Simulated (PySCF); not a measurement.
## Electric properties by functional and basis

Compound: B₂ClH₇N₂.
SMILES: `[NH2+]1[BH-](Cl)[NH2+][BH2-]1`

PySCF, dipoles from the SCF density, polarisabilities from static response with core orbitals frozen. Geometry: PBE0-D3(BJ)/def2-SVP, one conformer, isolated molecule.

The anisotropy is √(½[(α1 − α2)² + (α2 − α3)² + (α3 − α1)²]).

```csv
level,μ (D),α (au),anisotropy (au)
LDA/def2-SVPD,1.406,64.59,15.16
PBE/def2-SVPD,1.415,63.75,15.01
B3LYP/def2-SVPD,1.484,61.66,13.85
PBE0/def2-SVPD,1.505,60.97,13.80
BHandHLYP/def2-SVPD,1.570,59.12,12.75
CAM-B3LYP/def2-SVPD,1.522,60.63,13.20
wB97X-D/def2-SVPD,1.545,60.39,13.10
LC-wPBE/def2-SVPD,1.567,58.99,12.79
HF/def2-SVPD,1.670,56.64,11.44
PBE0/6-31G*,1.588,47.18,17.37
PBE0/6-31+G*,1.580,54.78,16.17
PBE0/def2-SVP,1.218,48.07,13.57
PBE0/aug-cc-pVDZ,1.490,61.51,14.33
PBE0/def2-TZVP,1.379,56.89,14.58
PBE0/def2-TZVPD,1.440,61.88,14.06
```

The dipole runs from 1.22 D (PBE0/def2-SVP) to 1.67 D (HF/def2-SVPD). No reference polarisability is at hand; against PBE0 in the largest diffuse basis at hand (def2-TZVPD) the other PBE0 rows deviate by 6-31G* -24%, 6-31+G* -11%, def2-SVP -22%, def2-SVPD -1%, aug-cc-pVDZ -1%, def2-TZVP -8%. In one basis (def2-SVPD) the functionals order the polarisability from HF (lowest) to LDA (highest), a spread of 14%. With PBE0 the polarisability is 50.71 au without diffuse functions (mean of 6-31G*, def2-SVP and def2-TZVP) and 59.78 au with them (mean of 6-31+G*, def2-SVPD, aug-cc-pVDZ and def2-TZVPD).

Without π bonds the low states are Rydberg-like; a valence basis with one diffuse set may place them up to an eV too high.
